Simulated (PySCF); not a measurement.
PBE on Ca⁻ (calcium, charge -1), [Ar] 3d1 4s2, 2D determinant. Computed with PySCF 2.14 in def2-TZVPPD (6s5p3d, 36 functions), with the non-relativistic Hamiltonian (point nucleus).

```
cycle= 1 E= -677.281990951323  delta_E= -0.00517  |g|= 0.0453  |ddm|= 0.543
cycle= 2 E= -677.280909483929  delta_E= 0.00108  |g|= 0.0659  |ddm|= 0.343
cycle= 3 E= -677.283777913152  delta_E= -0.00287  |g|= 0.00374  |ddm|= 0.192
cycle= 4 E= -677.283796446596  delta_E= -1.85e-05  |g|= 0.000455  |ddm|= 0.0242
cycle= 5 E= -677.283798137453  delta_E= -1.69e-06  |g|= 0.000182  |ddm|= 0.00589
cycle= 6 E= -677.283798213291  delta_E= -7.58e-08  |g|= 3.51e-05  |ddm|= 0.00152
cycle= 7 E= -677.283798215503  delta_E= -2.21e-09  |g|= 1.06e-06  |ddm|= 0.000274
cycle= 8 E= -677.283798215505  delta_E= -2.27e-12  |g|= 1.33e-07  |ddm|= 1.06e-05
converged SCF energy = -677.283798215505  <S^2> = 0.76274954  2S+1 = 2.0127092
```

Highest occupied orbital energy: 3.814 eV; ⟨L²⟩ = 6.05; populations by l: s 7.99, p 12.00, d 1.01.

Problem. Can this result be used?

Solution. With care. Self-consistency was reached. The configuration of this anion was assumed by filling the next shell in order. It is not the known or likely ground configuration (Ca⁻, Sr⁻ and Ba⁻, for instance, bind a p electron), so these values are not the electron affinity of the element. At PBE the highest occupied level has a positive energy, so only the finite basis holds that electron.
